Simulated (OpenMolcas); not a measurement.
# 4d2 along the 38-electron sequence

```
Program             : OpenMolcas 26.06
Method              : SS-CASPT2, IPEA 0.25 Eh, imaginary shift 0.1 Eh
Basis               : ANO-R2
Scalar Hamiltonian  : X2C, finite nucleus
Spin-orbit coupling : RASSI with atomic mean-field integrals over the reference wave functions, term energies averaged over their components
```

Active space for each ion: 2 electrons in 5 orbitals (4d); closed shells correlated by CASPT2: 4s 4p.

Computed levels in cm-1 above 3F2:

| Level | Mo4+ | Tc5+ | Ru6+ | Rh7+ |
| --- | --- | --- | --- | --- |
| 3F3 | 1570 | 2080 | 2740 | 3510 |
| 3F4 | 3340 | 4380 | 5690 | 7200 |
| 1D2 | 9900 | 11690 | 13330 | 14970 |
| 3P0 | 11620 | 13160 | 14530 | 15900 |
| 3P1 | 12270 | 14040 | 15730 | 17480 |
| 3P2 | 13700 | 16060 | 18510 | 21160 |
| 1G4 | 16770 | 19270 | 21810 | 24310 |
| 1S0 | 37740 | 43350 | 48700 | 53960 |
| weight of 3F in the lowest level (%) | 98 | 98 | 97 | 96 |

Mixed levels, with the weight of the term that names them: Ru6+ 1D2 (74 %), Rh7+ 1D2 (69 %), Rh7+ 3P2 (72 %).

Measured, with the error of the calculation in %. Measured levels: Mo4+ from Sugar and Musgrove, J. Phys. Chem. Ref. Data 17, 155 (1988).

```tsv
Level	Mo4+
3F3	1578 (-0.5)
3F4	3357 (-0.5)
1D2	10190 (-2.9)
3P0	11161 (+4.1)
3P1	11807 (+3.9)
3P2	13408 (+2.2)
1G4	16354 (+2.5)
1S0	37738 (0)
```

The fine-structure level 3F4 changes by a factor of 2.16 from Mo4+ to Rh7+. Its fourth root runs 7.60, 8.14, 8.69, 9.21, with steps per unit of Z of 0.53, 0.55, 0.53; equal steps would mean a (Z - σ)^4 law with constant σ.

1D2 changes by a factor of 1.51 over the same range, with steps per unit of Z of +1790, +1640, +1640 cm-1.

CASPT2 breaks the degeneracy within a term, and the mean is taken; among the terms shown or strongly mixed into the levels shown the widest spread is 710 cm-1 (4d2 1G, Ru6+). Computed and measured levels are paired by configuration, term and J; levels that our copy of the source lacks, or whose pairing is in doubt (as where it misses far off the trend of its configuration), stay unpaired and out of the deviations. Only configurations of the active space appear.
